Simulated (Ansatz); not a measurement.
Computed with Ansatz.

A structure relaxed at PBE0-D4/def2-TZVP, charge 0, multiplicity 1:

Cartesian coordinates in Å:
```
B -0.837 0.614 -1.088
B -0.104 0.483 0.410
F -0.242 1.419 1.357
B 0.841 -0.905 0.814
F 2.089 -1.016 0.382
H -0.272 1.124 -2.014
H -1.899 0.111 -1.325
H 0.424 -1.830 1.464
```

**Question.** Give its formula and SMILES.

**Answer.** B3F2H3, `BB(F)BF`.

**Question.** Summarise the bond lengths by kind.

**Answer.** 2 × B–B 1.673 to 1.727 Å; 3 × B–H 1.198 to 1.206 Å; 2 × B–F 1.326 to 1.339 Å.
